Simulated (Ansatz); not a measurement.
Ansatz (a program for electronic structure) input (HSE06/def2-TZVPD):

Ansatz 0.2 input:
```yaml
crystal:
  periodic: [false, false, false]
  atoms:
    - {symbol: C, position_ang: [3.04041545, 0.80731974, -0.14056934]}
    - {symbol: C, position_ang: [2.07514878, -0.21092252, 0.36086270]}
    - {symbol: C, position_ang: [0.68016841, 0.32645167, 0.51455540]}
    - {symbol: C, position_ang: [-0.41352996, -0.00956178, -0.17247068]}
    - {symbol: C, position_ang: [-0.44507774, -1.03641904, -1.27059260]}
    - {symbol: C, position_ang: [-1.73606843, 0.65051492, 0.13232626]}
    - {symbol: C, position_ang: [-2.79664424, -0.31311708, 0.67711693]}
    - {symbol: H, position_ang: [4.09674267, 0.72889484, 0.07831596]}
    - {symbol: H, position_ang: [2.71323700, 1.58148300, -0.82090801]}
    - {symbol: H, position_ang: [2.42384847, -0.59023662, 1.32932077]}
    - {symbol: H, position_ang: [2.07717968, -1.08888008, -0.29970699]}
    - {symbol: H, position_ang: [0.57941468, 1.09923749, 1.27225863]}
    - {symbol: H, position_ang: [-1.00371011, -1.92543381, -0.96542039]}
    - {symbol: H, position_ang: [0.54720215, -1.35852408, -1.57808151]}
    - {symbol: H, position_ang: [-0.95535871, -0.63346155, -2.15040267]}
    - {symbol: H, position_ang: [-1.57711714, 1.45579772, 0.85241638]}
    - {symbol: H, position_ang: [-2.12163610, 1.11713608, -0.78187032]}
    - {symbol: H, position_ang: [-3.04207949, -1.09406971, -0.04416641]}
    - {symbol: H, position_ang: [-3.71961722, 0.22050279, 0.91102274]}
    - {symbol: H, position_ang: [-2.44457941, -0.79804158, 1.58984987]}
basis:
  gaussian:
    orbitals: def2-TZVPD
hamiltonian:
  xc: {name: HSE06}
magnetization: {spin_polarized: true, initial_magnetization: 1}
output: {forces: true}
```

Output:

```
Functional definition: HSE06
integrals: 0.56 GiB planned
1881 factors; their error is unknown
integrals: 0.61 GiB planned
280 factors; integrals over basis functions are off by at most 2.5e-7 eV
0.55 GiB of the device are held for the grids
3.24 GiB of device memory are held for the factors and their scratch space
mean field: 4.07 GiB planned
mean field evaluation 1: about -7446.0652 eV, gradient 5.8e1 eV
mean field evaluation 2: about -7435.8287 eV, gradient 7.0e1 eV
mean field evaluation 4: about -7462.0610 eV, gradient 5.8e0 eV
mean field evaluation 8: about -7462.1700 eV, gradient 5.6e-1 eV
mean field evaluation 16: about -7462.1711 eV, gradient 8.0e-4 eV
mean field -7462.17106243 eV, -274.2297285031 hartree, gradient 9.6e-6 eV, S^2 0.755089; 0 other end points of the search recorded, 0 dependent functions left out
the calculation of the forces begins
reference -7462.17112753 eV, -274.2297308954 hartree; 28, 27 occupied and 348, 349 virtual orbitals, 1881 factors
Total energy: -7462.17112753 eV, -274.2297308954 hartree
Atom 0 at     3.040415     0.807320    -0.140569 Å, force    -0.112253    -0.099393     0.072488 eV/Å
Atom 1 at     2.075149    -0.210923     0.360863 Å, force    -0.071203     0.145008    -0.046212 eV/Å
Atom 2 at     0.680168     0.326452     0.514555 Å, force     0.155367    -0.078544    -0.067804 eV/Å
Atom 3 at    -0.413530    -0.009562    -0.172471 Å, force    -0.132307    -0.059738    -0.080254 eV/Å
Atom 4 at    -0.445078    -1.036419    -1.270593 Å, force    -0.007266     0.133493     0.142226 eV/Å
Atom 5 at    -1.736068     0.650515     0.132326 Å, force     0.007341    -0.215878     0.046010 eV/Å
Atom 6 at    -2.796644    -0.313117     0.677117 Å, force     0.154129     0.125269    -0.072089 eV/Å
Atom 7 at     4.096743     0.728895     0.078316 Å, force     0.055470    -0.010367     0.013596 eV/Å
Atom 8 at     2.713237     1.581483    -0.820908 Å, force    -0.018111     0.040678    -0.038287 eV/Å
Atom 9 at     2.423848    -0.590237     1.329321 Å, force     0.007262    -0.005276     0.031986 eV/Å
Atom 10 at     2.077180    -1.088880    -0.299707 Å, force    -0.003146    -0.026481    -0.026692 eV/Å
Atom 11 at     0.579415     1.099237     1.272259 Å, force    -0.021314     0.051606     0.047787 eV/Å
Atom 12 at    -1.003710    -1.925434    -0.965420 Å, force    -0.025551    -0.031650     0.014522 eV/Å
Atom 13 at     0.547202    -1.358524    -1.578082 Å, force     0.053889    -0.015461    -0.013039 eV/Å
Atom 14 at    -0.955359    -0.633462    -2.150403 Å, force    -0.016752     0.018395    -0.029216 eV/Å
Atom 15 at    -1.577117     1.455798     0.852416 Å, force     0.018272     0.036502     0.034537 eV/Å
Atom 16 at    -2.121636     1.117136    -0.781870 Å, force    -0.010247     0.015157    -0.037752 eV/Å
Atom 17 at    -3.042079    -1.094070    -0.044166 Å, force    -0.011542    -0.029517    -0.029114 eV/Å
Atom 18 at    -3.719617     0.220503     0.911023 Å, force    -0.028764     0.019682     0.005048 eV/Å
Atom 19 at    -2.444579    -0.798042     1.589850 Å, force     0.006727    -0.013486     0.032260 eV/Å
Dipole moment:    -0.069004    -0.079531    -0.033425 e Å
```

It need not be the lowest isomer of its formula.
